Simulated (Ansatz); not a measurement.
Series CXY, Y = fluoro, computed as singlets and as triplets. Isolated molecules, 0 K electronic values unless said otherwise. One relaxed conformer stands for each flexible species; it need not be the lowest. Strings in code marks are SMILES.

Quantity: adiabatic spin-state energy, in kJ/mol. The DFT solution of `[CH]F` is unstable or spin-contaminated; the geometry comes from it. HF references are unrestricted for open shells and restricted for singlets. The restricted reference of `F[C]F`, `F[C]Cl` and `[CH]F` is unstable towards unrestricted orbitals.

Level 1: composite: frozen-core CCSD(T) with HF/cc-pVQZ and the correlation energy extrapolated as X^-3 from cc-pVTZ and cc-pVQZ, plus CCSDT(Q) minus CCSD(T) in cc-pVDZ // PBE0-D3(BJ)/def2-TZVP (Ansatz, a program for electronic structure)
Level 2: B3LYP/cc-pVTZ // PBE0-D3(BJ)/def2-TZVP (Ansatz)
Level 3: HSE06/cc-pVTZ // PBE0-D3(BJ)/def2-TZVP (Ansatz)
Level 4: PBE/cc-pVTZ // PBE0-D3(BJ)/def2-TZVP (Ansatz)

```
species                                        level 1  level 2  level 3  level 4
---------------------------------------------  -------  -------  -------  -------
`[CH]F`: multiplicity 3 minus multiplicity 1      63.5     49.4    29.90    39.77
`F[C]F`: multiplicity 3 minus multiplicity 1     239.5    221.1    205.0    216.3
`F[C]Cl`: multiplicity 3 minus multiplicity 1    152.0    138.6    122.5    139.1
```
